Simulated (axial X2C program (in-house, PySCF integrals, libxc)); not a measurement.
**Potential curves of BeS, scalar-relativistic**

Calculated with an in-house all-electron X2C program for linear molecules (integrals from PySCF). Spin-free means the one-electron spin-free X2C Hamiltonian. Basis: S dyall-av3z [9s8p3d2f], Be dyall-cv3z [8s8p3d1f] (cores contracted in-house); Gaussian nuclei, density fitting, unrestricted open shells. Masses: S 31.972 u, Be 9.012 u.

State: M_S = 0, Λ = 0 (closed shell). Energies in kJ/mol from the fragments at the same level (S + Be). Fits are polynomials in 1 − R0/R over 0.85 to 1.23 times the lowest point R0.

```
 R (Å)     CCSD  r2SCAN0     PBE0
1.5138           -240.53  -242.45
1.5834  -229.80  -294.09  -296.03
1.6356  -255.11  -317.42  -319.55
1.6878  -269.01  -329.43  -331.89
1.7400  -273.80  -332.38  -335.30
1.8009  -270.43  -326.93  -330.50
1.8618  -259.78  -314.22  -318.53
1.9401  -238.65  -290.35  -295.71
2.0358           -253.97  -260.71
2.1750           -194.98  -203.62
```

Correlated methods: 8 electrons correlated (number of frozen shells: S 2 s, 1 p; Be 1 s), 176 virtual spin orbitals or spinors in MP2, 88 natural virtuals in coupled cluster.

Occupations by symmetry block were frozen at the best pattern of an incomplete PBE0 search. Closed shells are restricted here (equal orbitals for both partners); the stretched side of such a curve lies too high. De is counted from the lowest determinant-based energies of the atoms at the same level, without counterpoise correction. CCSD ran in a truncated set of natural virtual spinors with an MP2 remainder; without triples it tends to underbind. Coupled cluster ran on the points near the minimum only. MP2 and coupled cluster on one determinant become unreliable at the stretched end.

Q: What are Re, ωe and De at the CCSD level?

A: At CCSD, spin-free: Re = 1.747 Å, ωe ≈ 1010 cm⁻¹, De = 2.84 eV to S + Be; Be follows as 0.786 cm⁻¹.

Q: What are Re, ωe and De at the r2SCAN0 level?

A: At r2SCAN0, spin-free: Re = 1.734 Å, ωe ≈ 1040 cm⁻¹, De = 3.45 eV to S + Be; Be follows as 0.798 cm⁻¹.

Q: What are Re, ωe and De at the PBE0 level?

A: At PBE0, spin-free: Re = 1.737 Å, ωe ≈ 1020 cm⁻¹, De = 3.48 eV to S + Be; Be follows as 0.795 cm⁻¹.
